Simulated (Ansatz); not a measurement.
FH$_{5}$N$_{2}$OTi, SMILES `[NH2][Ti]([NH2])([OH])[F]`, relaxed with RKS PBE-D4/def2-SVP in Ansatz from a rough embedded geometry. The force threshold is 0.03 eV/Å; the program also tests the step.

Charge 0, multiplicity 1.

Start:

```xyz
10

N     1.586   -0.016    0.896
Ti   -0.256   -0.510    0.322
N    -1.402    1.189    0.343
O    -0.210   -1.289   -1.562
F    -0.998   -1.803    1.504
H     2.288   -0.768    0.534
H     1.872    0.858    0.444
H    -2.204    0.976   -0.389
H    -0.865    1.906   -0.056
H     0.189   -0.543   -2.035
```

**Question.** How much energy does the relaxation release, and in how many steps? (Estimate.)

**Answer.** Computed: 1.75 eV, in 17 steps, 2 of them rejected.

**Question.** Which bonds change most? (Best estimate.)

**Answer.** Computed: Ti2–O4 from 2.039 to 1.806 Å; Ti2–N3 from 2.049 to 1.885 Å; Ti2–F5 from 1.902 to 1.778 Å; N1–Ti2 from 1.992 to 1.880 Å.

**Question.** Give the relaxed structure. (An estimate is asked.)

**Answer.** Ansatz gave: 
```xyz
10

N     1.553    0.030    0.671
Ti   -0.138   -0.527    0.066
N    -1.247    0.996    0.103
O     0.046   -1.114   -1.632
F    -0.871   -1.770    1.105
H     1.813    0.085    1.662
H     2.393    0.101    0.087
H    -2.273    0.946    0.099
H    -0.948    1.961    0.270
H    -0.329   -0.709   -2.432
```
